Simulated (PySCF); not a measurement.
C5H10OSi.
Geometry (GFN2-xTB, Å), atoms numbered from 1 in this order:
```
atom  x, y, z in Å
C1     1.944    0.550   -0.727
C2     0.736    0.168    0.128
C3    -0.229    1.319    0.215
C4    -1.506    1.212    0.546
O5    -2.149    0.056    0.837
Si6   -1.516   -1.433    0.588
C7     0.059   -1.097   -0.419
H8     1.627    0.792   -1.740
H9     2.454    1.416   -0.309
H10    2.651   -0.276   -0.776
H11    1.094   -0.049    1.145
H12    0.167    2.303    0.015
H13   -2.163    2.069    0.611
H14   -2.544   -2.151   -0.156
H15   -1.207   -2.015    1.894
H16    0.769   -1.922   -0.395
H17   -0.195   -0.930   -1.468
```

NICS = −σ at a ghost point: NICS(0) at the centroid of the ring atoms, NICS(1) 1 Å to either side along the normal of their mean plane, zz for the tensor component along that normal. Level: GIAO PBE0/pcSseg-1 (PySCF, non-relativistic, gas phase) on the GFN2-xTB geometry, one conformer.

Ring bond lengths (Å), with Mayer bond orders in brackets: C2–C3 1.504 (0.97), C3–C4 1.324 (1.87), C4–O5 1.355 (0.98), O5–Si6 1.637 (0.92), Si6–C7 1.899 (0.90), C7–C2 1.535 (1.00).

What do the NICS probes read (ppm)?

```csv
ring,type,NICS(0),"NICS(1), two faces","NICS(1)zz, two faces",rms pucker (Å),"centre to ring atoms, mean (Å)"
C2–C3–C4–O5–Si6–C7,"6-membered ring with O and Si; formal bonds 1 double, 5 single",-0.8,-2.2 / -0.7,1.9 / 2.5,0.20,1.51
```

What do they say, and how far can they be read as aromaticity?

- C2–C3–C4–O5–Si6–C7: mean NICS(1)zz 2.2 ppm, near zero. C2, Si6, C7 have four or more neighbours, so the value isn't read as a sign of a π ring current.

At the second NICS(1) probe listed for ring C2–C3–C4–O5–Si6–C7, 1 Å off the ring, how large is the induced field along the normal in 14.1 T applied along it?

NICSzz × B0 = 2.5 ppm × 14.1 T = 35 μT, along the applied field.

Give the inner angles of the rings and the Hirshfeld charges of the ring atoms.

- C2–C3–C4–O5–Si6–C7: C2 111.6° (-0.021 e), C3 124.8° (-0.090 e), C4 125.6° (+0.023 e), O5 124.0° (-0.208 e), Si6 103.9° (+0.413 e), C7 108.9° (-0.165 e); sum 698.8° against 720° for a flat convex ring.

What are the shieldings of the ring atoms and their hydrogens in the same run (means over atoms taken as equivalent)?

```
atoms                    environment  σ isotropic (ppm)  principal values of the symmetric part, first atom (ppm)
   C2                 allylic carbon              159.2                                       151.3, 158.3, 167.9
   C3               alkene CH carbon               71.6                                       -30.0, 102.8, 141.9
   C4  vinylic carbon bearing oxygen               37.5                                        -66.0, 71.9, 106.6
   O5             silyl ether oxygen              243.4                                       143.4, 216.0, 370.6
  Si6           oxygen-bound silicon              368.2                                       343.2, 351.8, 409.7
   C7    sp3 carbon bound to silicon              169.0                                       155.5, 165.7, 185.8
  H11               methine hydrogen              29.23                                          25.3, 27.4, 35.0
  H12               vinylic hydrogen              27.10                                          24.6, 26.6, 30.1
  H13               vinylic hydrogen              25.21                                          21.4, 26.1, 28.1
  H14                  Si–H hydrogen              26.57                                          23.1, 24.6, 32.1
  H15                  Si–H hydrogen              26.53                                          23.1, 24.5, 32.0
  H16             methylene hydrogen              31.09                                          27.0, 29.0, 37.2
  H17             methylene hydrogen              30.99                                          27.0, 29.6, 36.3
```

On an Arm Neoverse N1 with one thread (shared host), this took 57 s (with the writing of density and orbital grids) and 0.81 GiB of memory at its peak. This is the whole shielding run at PBE0/pcSseg-1, SCF included.
